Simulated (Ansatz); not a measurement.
Ideal-gas functions of `O=C=N[SiH](Cl)Cl` at 600 K and 1 bar, from an Ansatz frequency run at PBE0-D4/def2-TZVP.

Molar mass 142.02 g/mol, point group Cs (symmetry number 1), electronic degeneracy 1, moments of inertia 225.148, 397.335, 562.189 u Å². Harmonic wavenumbers (cm⁻¹, unscaled): 24, 54, 178, 236, 300, 510, 600, 628, 640, 690, 810, 835, 1523, 2323, 2414.

Use S(trans) = R[1.5 ln M + 2.5 ln T − 1.1517]; rotational temperatures θ = 24.2544 K / I; S(rot) = R[ln(√π/σ · √(T³/θAθBθC)) + 1.5]; for each mode x = 1.438777 ν̃/T, S = R[x/(eˣ − 1) − ln(1 − e⁻ˣ)] and H = RT x/(eˣ − 1); 1 cm⁻¹ = 0.0119627 kJ/mol; R = 8.31446 J/(mol·K).

Problem. By hand: the entropy, in J/(mol·K).

Solution. Translation 185.2. Rotation: θ = 0.1077, 0.061, 0.0431 K, giving 131.0. Vibration, mode by mode: 32.05, 25.32, 15.46, 13.16, 11.23, 7.14, 5.97, 5.65, 5.52, 5.02, 3.99, 3.80, 1.03, 0.21, 0.17, in all 135.7. Electronic 0.0. Sum 451.9 J/(mol·K).

Problem. By hand: H − E and G − E in kJ/mol, counted from the electronic energy.

Solution. Zero-point energy ½ × 11765 × 0.0119627 = 70.4; thermal vibration 35.5; translation, rotation and pV give 4 RT = 20.0. H − E = 125.9 kJ/mol, and G − E = 125.9 − 600 × 451.9/1000 = -145.2 kJ/mol.

Vibration gives 30 % of the entropy, 57.4 J/(mol·K) of it from the modes under 150 cm⁻¹: soft modes count most, and the harmonic formula is weakest for them. The sum counts one conformer and one mirror image; others add a mixing term.
